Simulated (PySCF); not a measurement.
A structure optimised at PBE-D3(BJ)/def2-SVP, used in a PySCF frequency run:

```xyz
8

N      2.6603     1.2863     0.3270
C      1.6242     0.7698     0.5375
O      0.4922     0.2125     0.8213
Si    -0.5346    -0.6198    -0.2769
O     -1.8598    -1.0673     0.5764
F     -0.8562     0.4544    -1.4481
H      0.1387    -1.8145    -0.8251
H     -2.3750    -0.3828     1.0390
```

**Question.** Write its SMILES and formula.

**Answer.** N#CO[Si@@H](O)F, CH2FNO2Si

**Question.** What are its rotational constants (standard atomic weights)?

**Answer.** 6.4712, 1.7870, 1.4918 GHz
